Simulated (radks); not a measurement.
These are the eigenvalues of the occupied orbitals of an atom or ion with whole-number occupations (hartree). Method: non-relativistic Kohn-Sham, TPSS, spin-polarised, spherical densities, point nucleus; meta-GGA in the generalised Kohn-Sham scheme; computed with a radial shooting solver on a logarithmic mesh with Libxc functionals.

1s up: -288.1580
1s down: -288.1025
2s up: -43.87134
2s down: -43.83738
2p up: -39.57840
2p down: -39.51911
3s up: -13.34028
3s down: -13.11343
3p up: -11.97734
3p down: -11.75761

Which element is it, and in what charge state? The configuration may be excited. Open shells, if any, are filled with parallel spins first.

Answer. Z = 27, cobalt, charge +11: Co11+ in [Ne] 3s2 3p4. The list shows which subshells hold electrons but not how many an open one holds; the 1s level, -288.16 hartree, gives Z - s = 24.0 by -(Z - s)^2/2, which with screening narrows Z to a few neighbours, and the depths of the outer levels then fix element, charge and occupations together.
